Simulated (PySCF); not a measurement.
**B²⁺: ionisation energy**

B²⁺ [He] 2s1 (2S) → B³⁺ 1s2 (1S), as a difference of total energies. Computed with PySCF 2.14 in x2c-TZVPPall with one added diffuse shell each of s, p, d type (6s4p3d1f, 40 functions), with scalar relativity by spin-free X2C-1e. Correlated levels: valence and next inner shell: nothing frozen. The calculations carry no spin-orbit coupling.

```csv
method,ionisation energy (eV),error (eV)
UHF,37.821,-0.110
LDA,37.892,-0.039
PBE,38.278,+0.347
PBE0,38.223,+0.292
r2SCAN,37.852,-0.079
PBEsol,37.974,+0.043
revPBE,38.294,+0.363
wB97X,37.413,-0.518
CAM-B3LYP,38.452,+0.521
MP2 (valence and next inner shell),37.838,-0.093
SCS-MP2 (valence and next inner shell),37.839,-0.092
```

Reference: 37.931 eV (measured; NIST Atomic Spectra Database, ionization energies).

Errors of the correlated levels include the incompleteness of this basis.
